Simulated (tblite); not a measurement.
C6H12BO (doublet state).
Atom-mapped SMILES: `[CH3:1][BH:2][C:3]1[CH2:4][O:5][C:6]1([CH3:7])[CH3:8]` (hydrogens: H9, H10, H11 on C1; H12 on B2; H13, H14 on C4; H15, H16, H17 on C7; H18, H19, H20 on C8)

Computed with GFN2-xTB (tblite), gas phase: L-BFGS steps from a force-field or distance-geometry start until the largest atomic force falls under 0.01 eV/Å.

Geometry at step 5:
```
atom  x, y, z in Å
C1      2.6368   -0.3131   -0.8303
B2      1.5494   -0.6945    0.2175
C3      0.3919    0.1784    0.5863
C4     -0.2332    0.2398    1.9386
O5     -1.4725    0.6831    1.4080
C6     -0.9974    0.4051    0.0783
C7     -1.4217    1.4588   -0.9193
C8     -1.4517   -0.9765   -0.3807
H9      3.3641    0.2327   -0.2345
H10     2.2797    0.3619   -1.5994
H11     3.1544   -1.1580   -1.2706
H12     1.6291   -1.6722    0.8557
H13    -0.3236   -0.7813    2.3196
H14     0.1911    0.8937    2.7101
H15    -1.0028    1.2450   -1.9018
H16    -1.1120    2.4411   -0.5717
H17    -2.5134    1.4107   -0.9531
H18    -2.5026   -0.9475   -0.6340
H19    -1.3077   -1.7040    0.4151
H20    -0.8630   -1.2927   -1.2369
```

Problem. What forces act on the atoms?

Solution. 
| atom | Fx (eV/Å) | Fy (eV/Å) | Fz (eV/Å) |
| --- | --- | --- | --- |
| C1 | 0.023 | 0.003 | -0.050 |
| B2 | -0.115 | -0.064 | -0.032 |
| C3 | 0.190 | 0.175 | 0.119 |
| C4 | -0.039 | -0.024 | 0.264 |
| O5 | -0.138 | 0.048 | 0.059 |
| C6 | 0.084 | 0.031 | -0.038 |
| C7 | -0.045 | 0.033 | 0.022 |
| C8 | -0.301 | -0.389 | -0.153 |
| H9 | 0.275 | 0.131 | -0.115 |
| H10 | 0.087 | -0.007 | -0.141 |
| H11 | 0.014 | 0.026 | -0.123 |
| H12 | 0.359 | -0.139 | 0.196 |
| H13 | -0.031 | -0.077 | 0.519 |
| H14 | -0.124 | -0.020 | -0.149 |
| H15 | -0.046 | 0.089 | 0.117 |
| H16 | -0.013 | 0.005 | -0.116 |
| H17 | 0.179 | 0.211 | -0.146 |
| H18 | -0.254 | -0.072 | -0.124 |
| H19 | -0.051 | 0.007 | -0.034 |
| H20 | -0.055 | 0.035 | -0.074 |

The largest, 0.53 eV/Å, acts on H13 (C8 within 3 % of it); the rms over all components is 0.151 eV/Å. The forces sum to zero within rounding, as they must for an isolated molecule in no field.

Problem. Give the force on H13 in Eh/bohr and in nN.

Solution. 0.526 eV/Å ÷ 51.422 = 0.01022 Eh/bohr, and 0.526 eV/Å × 1.602 = 0.84 nN.

Problem. How far is this geometry from the end of the optimisation?

Solution. 0.624 eV above it, and 0.631 Å rms away after alignment. The bonds farthest from their final lengths, with half the difference of the two atoms' forces along the bond (positive lengthens):

```json
{"bond": "C1–B2", "now (Å)": "1.557", "final (Å)": "1.582", "force along bond (eV/Å)": "+0.06"}
{"bond": "C6–C7", "now (Å)": "1.512", "final (Å)": "1.529", "force along bond (eV/Å)": "0.00"}
{"bond": "O5–C6", "now (Å)": "1.439", "final (Å)": "1.447", "force along bond (eV/Å)": "+0.08"}
{"bond": "C1–H11", "now (Å)": "1.084", "final (Å)": "1.090", "force along bond (eV/Å)": "0.00"}
{"bond": "C7–H17", "now (Å)": "1.093", "final (Å)": "1.087", "force along bond (eV/Å)": "-0.11"}
{"bond": "C3–C6", "now (Å)": "1.497", "final (Å)": "1.502", "force along bond (eV/Å)": "+0.06"}
```

The angle farthest from its final value is C3–C6–C8, 104.0° against 115.1°.

Of the 2 listed bonds off by 0.010 Å or more, this force points towards the final length in 1.

The cost below is that of the whole relaxation. The run took 0.65 s on Arm Neoverse V2, one thread, shared host with 96 logical CPUs at a one-minute load of 50.
